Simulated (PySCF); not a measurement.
Input of a run (PBE0-D3(BJ)/def2-SVP geometry optimisation, gas phase (PySCF 2.14.0)), started from GFN2-xTB:
```
{"job": {"xc": "PBE0", "basis": "def2-SVP", "d3": "d3bj", "grid": 2, "kind": "geom"}, "charge": 0, "multiplicity": 1}
O      4.175691     0.157958    -0.377358
C      3.381429    -0.180163     0.463967
C      1.922922    -0.102853     0.341321
C      1.099184    -0.538809     1.379550
C     -0.272526    -0.462481     1.253341
C     -0.864870     0.049308     0.096270
B     -2.436986     0.132224    -0.040636
O     -2.952594     0.640343    -1.185451
O     -3.191375    -0.309337     0.994995
C     -0.029611     0.483676    -0.935958
C      1.342535     0.410732    -0.820246
H      3.725079    -0.592255     1.435382
H      1.543666    -0.937460     2.281026
H     -0.912952    -0.799141     2.054268
H     -3.906645     0.685390    -1.260706
H     -4.143600    -0.257028     0.902937
H     -0.480691     0.881061    -1.832191
H      1.992586     0.745152    -1.615486
```

Output (energies in Eh, forces in Eh/bohr):
```
step   0  E = -520.63856873  max force = 0.009680
step   1  E = -520.63997106  max force = 0.001158
step   2  E = -520.63996702  max force = 0.001511
step   3  E = -520.63998125  max force = 0.000396
optimisation converged
```

Question: Summarise the run.

Answer: The energy falls by 0.89 kcal/mol over 4 energy and gradient evaluations, the largest force component goes from 0.0097 to 4.0e-04 Eh/bohr, and the atoms move by 0.017 Å rms after alignment. Among the bonds, C2–C3, C4–H13, C5–H14 and C10–H17 change most and about equally (+0.013 to +0.014 Å). Bonds longer at the end by more than 0.005 Å: 12 of 18; shorter: 1. The energy rose by more than 1e-6 Eh at step 2. The first step brought 99 % of the lowering.

Question: What are the final bond lengths?

Answer: O1=C2 1.205 Å, C2–C3 1.479 Å, C3–C4 1.399 Å, C4–C5 1.391 Å, C5–C6 1.403 Å, C6–B7 1.569 Å, B7–O8 1.363 Å, B7–O9 1.364 Å, C6–C10 1.406 Å, C10–C11 1.388 Å, C3–C11 1.401 Å, C2–H12 1.121 Å, C4–H13 1.094 Å, C5–H14 1.092 Å, O8–H15 0.961 Å, O9–H16 0.961 Å, C10–H17 1.093 Å, C11–H18 1.092 Å. Numbering counts from 1 in the input's order; the species is 4-formylphenylboronic acid, `O=Cc1ccc(cc1)B(O)O`.

The run used 189 basis functions and 34 SCF cycles in all. On one thread, Arm Neoverse V2 (aarch64), no GPU, shared host with 192 logical CPUs at a one-minute load of 100, this took 82 s and 0.86 GiB of memory at its peak.

PBE0-D3(BJ)/def2-SVP frequencies: not computed here. One conformer, not necessarily the lowest.

The values belong to the conformer `[O:1]=[CH:2][c:3]1[cH:4][cH:5][c:6]([B:7]([OH:8])[OH:9])[cH:10][cH:11]1`: O1–C2–C3–C4 180°, C5–C6–B7–O8 180°, H–O8–B7–C6 180°, H–O9–B7–C6 180°.
